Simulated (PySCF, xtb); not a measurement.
CH2F, SMILES [CH2]F (connectivity only; charge and spin as stated), charge +1, multiplicity 1.

xtb 6.7.1 with GFN2-xTB at its own geometry gives an orbital gap of 2.63 eV.

Geometry: B3LYP-D3(BJ)/def2-TZVPD. The spin state was assumed, not searched. The isomer is the one that the SMILES or the coordinates give; other isomers of the formula were not compared.

### Question
What does CAM-B3LYP/def2-TZVPD in PySCF give? (The exact figures need the calculation; the answer reports its results.)

### Answer
gap 10.89 eV (levels -21.45 and -10.57 eV).
